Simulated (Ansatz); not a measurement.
Job for Ansatz (a first-principles code): U-CCSD(T)/cc-pV(T+d)Z on H4NSi (SMILES [NH][SiH3]), 2S+1 = 2, atoms moved off the minimum. Files ending in .json are basis or fitting sets from the Basis Set Exchange.

Ansatz 0.2 input:
```yaml
crystal:
  periodic: [false, false, false]
  atoms:
    - {symbol: N, position_ang: [1.10022411, -0.35823412, -0.37424280]}
    - {symbol: Si, position_ang: [-0.52629072, 0.18780515, 0.16510396]}
    - {symbol: H, position_ang: [1.96913349, 0.13326147, 0.20712429]}
    - {symbol: H, position_ang: [-0.57406235, 0.05754429, 1.39650571]}
    - {symbol: H, position_ang: [-1.36143359, -0.74635480, -0.51254486]}
    - {symbol: H, position_ang: [-0.66722544, 1.59814010, -0.25196989]}
basis:
  gaussian:
    orbitals: cc-pV_T+d_Z.json
magnetization: {spin_polarized: true, initial_magnetization: 1}
correlation: {method: ccsd_t, electrons: outside_noble_gas}
scf: {omitted_lower_state_checks: [cluster_reference]}
output: {forces: true}
```

Output:

```
WARN ansatz: RAYON_NUM_THREADS=1 ignored (pool sized by the plan → 1); use --threads N
Functional definition: HF
these checks for a lower state are left out or cut short: cluster_reference
integrals: 0.34 GiB planned
715 factors; integrals over basis functions are off by at most 1.2e-3 eV
mean field: 0.29 GiB planned
mean field evaluation 1: about -9403.6778 eV, gradient 1.7e1 eV
mean field evaluation 2: about -9403.6813 eV, gradient 1.7e1 eV
mean field evaluation 4: about -9406.0050 eV, gradient 2.7e0 eV
mean field evaluation 8: about -9406.1010 eV, gradient 1.1e-2 eV
mean field evaluation 16: about -9406.0896 eV, gradient 9.8e-1 eV
mean field -9406.10096201 eV, -345.6678346695 hartree, gradient 2.1e-6 eV, S^2 0.761314; 3 other end points of the search recorded, 0 dependent functions left out
6 core orbitals not correlated
reference -9406.10096201 eV, -345.6678346695 hartree; 7, 6 occupied and 112, 113 virtual orbitals, 715 factors
densities: 1.94 GiB planned
second order -8.30875173 eV of doubles, -0.00000000 eV of singles
coupled cluster: 1.18 GiB planned
cycle   1  -8.97893218 eV  change   -6.7e-1 eV  update   6.6e-2
cycle   2  -9.27194684 eV  change   -2.9e-1 eV  update   2.3e-2
cycle   3  -9.31467275 eV  change   -4.3e-2 eV  update   1.1e-2
cycle   4  -9.31285060 eV  change    1.8e-3 eV  update   4.5e-3
cycle   5  -9.31367968 eV  change   -8.3e-4 eV  update   2.1e-3
cycle   6  -9.31410518 eV  change   -4.3e-4 eV  update   8.3e-4
cycle   7  -9.31418206 eV  change   -7.7e-5 eV  update   3.1e-4
cycle   8  -9.31429854 eV  change   -1.2e-4 eV  update   1.4e-4
cycle   9  -9.31427832 eV  change    2.0e-5 eV  update   6.3e-5
cycle  10  -9.31426216 eV  change    1.6e-5 eV  update   4.4e-5
cycle  11  -9.31427342 eV  change   -1.1e-5 eV  update   3.5e-5
cycle  12  -9.31427600 eV  change   -2.6e-6 eV  update   2.9e-5
cycle  13  -9.31428201 eV  change   -6.0e-6 eV  update   1.9e-5
cycle  14  -9.31427016 eV  change    1.2e-5 eV  update   8.0e-6
cycle  15  -9.31426794 eV  change    2.2e-6 eV  update   3.0e-6
cycle  16  -9.31426904 eV  change   -1.1e-6 eV  update   1.2e-6
cycle  17  -9.31426908 eV  change   -4.9e-8 eV  update   5.7e-7
perturbative correction -0.29638370 eV, -0.0108919001 hartree
the calculation of the forces begins
Total energy: -9415.71161479 eV, -346.0210196450 hartree
Atom 0 at     1.100224    -0.358234    -0.374243 Å, force     2.572647     1.503853     1.646173 eV/Å
Atom 1 at    -0.526291     0.187805     0.165104 Å, force     2.252301     0.870797    -7.107650 eV/Å
Atom 2 at     1.969133     0.133261     0.207124 Å, force    -2.866280    -1.376338    -1.685849 eV/Å
Atom 3 at    -0.574062     0.057544     1.396506 Å, force    -0.645468    -0.657879     7.676025 eV/Å
Atom 4 at    -1.361434    -0.746355    -0.512545 Å, force    -1.022814    -0.418726    -0.479635 eV/Å
Atom 5 at    -0.667225     1.598140    -0.251970 Å, force    -0.290386     0.078293    -0.049065 eV/Å
Dipole moment:    -0.080320     0.212243     0.274493 e Å
Checks for a lower state left out: cluster_reference
```

The calculation finished and met its thresholds.

Cost: roughly 2.0 core-minutes.
